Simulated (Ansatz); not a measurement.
Compounds of Si with 4 ligands, in which CH3 is traded for OCH3. Quantity: electronic atomisation energy to ground-state atoms, in kcal/mol. Structures are relaxed separately at B3LYP-D3(BJ)/def2-TZVP in Ansatz (a program for electronic structure), one conformer each, not searched for the lowest. Valence correlation only, unless marked. Open shells are spin-unrestricted. Spin-orbit coupling is left out. No relativistic terms. CBS marks a two-point X^-3 extrapolation of the correlation energy; Hartree-Fock from the larger set. The bracket is a focal-point correction in the basis named. The first level has limits of its own: it lacks core correlation, which all-electron functionals hold.

| n(OCH3) | species (SMILES) | RI-MP2/CBS(cc-pV(T+d)Z,cc-pV(Q+d)Z)+[CCSD(T)-MP2]/cc-pV(D+d)Z (Ansatz) | PBE/def2-TZVPD (Ansatz) | PBE0-D4/def2-TZVPD (Ansatz + dftd4) |
|---|---|---|---|---|
| 0 | C[Si](C)(C)C | 1543.3 | 1545.7 | 1544.0 |
| 1 | CO[Si](C)(C)C | ? | ? | ? |
| 2 | CO[Si](C)(C)OC | 1786.1 | 1792.5 | 1778.4 |
| 3 | CO[Si](C)(OC)OC | 1908.8 | 1917.0 | 1896.8 |

Task: Fit a straight line through the known rows at each level by least squares, predict the withheld row (n(OCH3) = 1), and compare with the run.

Result: 
- The known rows have mean n(OCH3) = 1.66667 and Σ(n(OCH3) - mean)² = 4.6667.
- RI-MP2/CBS(cc-pV(T+d)Z,cc-pV(Q+d)Z)+[CCSD(T)-MP2]/cc-pV(D+d)Z: mean 1746.067, Σ(n(OCH3) - mean)(y - mean) = 568.267, slope 121.771 kcal/mol a step; the line gives 1746.067 + (121.771)×(1 - 1.66667) = 1664.9; the run gives 1663.9, -1.0 from the line, whose largest residual on the known rows is 0.6.
- PBE/def2-TZVPD: mean 1751.733, Σ(n(OCH3) - mean)(y - mean) = 577.333, slope 123.713 kcal/mol a step; the line gives 1751.733 + (123.713)×(1 - 1.66667) = 1669.3; the run gives 1668.4, -0.9 from the line, whose largest residual on the known rows is 0.5.
- PBE0-D4/def2-TZVPD: mean 1739.733, Σ(n(OCH3) - mean)(y - mean) = 548.533, slope 117.542 kcal/mol a step; the line gives 1739.733 + (117.542)×(1 - 1.66667) = 1661.4; the run gives 1660.4, -1.0 from the line, whose largest residual on the known rows is 0.5.
- PBE minus the first level along the series: +2.4, +4.5, +6.4, +8.2 kcal/mol.
